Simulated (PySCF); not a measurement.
## Where the electron goes

Species: C3H8N2OSi.
Z-matrix (Å and degrees, PBE0-D3(BJ)/def2-SVP geometry), rows numbered from 1:
```
C 
C   1  1.5079
O   2  1.2185  1  123.24
N   2  1.3643  1  116.86  3   179.03
Si  4  1.7538  2  119.21  1  -179.32
C   5  1.9023  4  100.37  2  -179.54
N   6  1.2745  5  117.21  4     0.56
H   1  1.1012  2  109.79  3  -110.22
H   1  1.1002  2  111.19  3   130.79
H   1  1.0958  2  109.20  3     9.35
H   4  1.0178  2  122.47  1     1.61
H   5  1.4904  4  113.53  2    63.63
H   5  1.4902  4  113.59  2   -62.56
H   6  1.1102  5  120.70  4  -179.44
H   7  1.0270  6  111.87  5   179.86
```

Computed, not measured: TDDFT CAM-B3LYP/def2-SVPD, vertical, gas phase, core orbitals frozen in the response (PySCF 2.14.0, density-fitted response routines).

Kohn–Sham orbitals with the atoms that hold most of them (Löwdin shares over 4%, at most four atoms; ? is withheld):

| orbital | ε (eV) | atoms |
| --- | --- | --- |
| LUMO+2 | 1.29 | Si5 24%, H14 15%, C6 12%, H12 10% |
| LUMO+1 | 1.11 | Si5 23%, C6 15%, C1 10%, H15 8% |
| LUMO | 0.00 | ? |
| HOMO | ? | ? |
| HOMO-1 | -9.23 | N4 46%, O3 27%, C2 9%, Si5 8% |
| HOMO-2 | -9.32 | N7 33%, O3 17%, C6 16%, Si5 7% |
| HOMO-3 | -10.79 | N7 24%, Si5 20%, C6 16%, H12 12% |

Question: Give the leading atoms of the LUMO.

Answer: C6 (bonded to N, Si and H) 38%; N7 (bonded to C and H) 37%; Si5 (bonded to C, N and 2 H) 10%; H14 (bonded to C) 6%.

Question: Give the leading atoms of the HOMO.

Answer: O3 (bonded to C) 52%; N7 (bonded to C and H) 14%; C2 (bonded to C, N and O) 6%; C1 (bonded to C and 3 H) 6%. By element: oxygen 52%, nitrogen 14% or more, carbon 12% or more.

Question: What is the HOMO energy, and the HOMO–LUMO gap?

Answer: ε(HOMO) = -8.94 eV; the gap is 8.94 eV (0.3286 hartree).

Question: The HOMO–LUMO gap is 8.94 eV. Where does the response calculation put the lowest singlet, and from which orbitals?

Answer: S1 is at 4.66 eV (f = 0.0029), 4.28 eV below the gap, made of HOMO-2→LUMO (65%), HOMO→LUMO (33%). Its leading pair isn't HOMO and LUMO; the energies of that pair differ by 9.32 eV. 

Next come S2 at 5.67 eV (f 0.0005), HOMO→LUMO+3 (73%), HOMO-2→LUMO+3 (20%); S3 at 6.44 eV (f 0.0064), HOMO-1→LUMO (98%); S4 at 6.92 eV (f 0.0000), HOMO→LUMO (65%), HOMO-2→LUMO (32%); S5 at 7.01 eV (f 0.0034), HOMO→LUMO+1 (41%), HOMO-2→LUMO+1 (31%), HOMO-2→LUMO+4 (14%).

Löwdin shares depend on the basis, the more so with diffuse functions.

One conformer stands for the species.
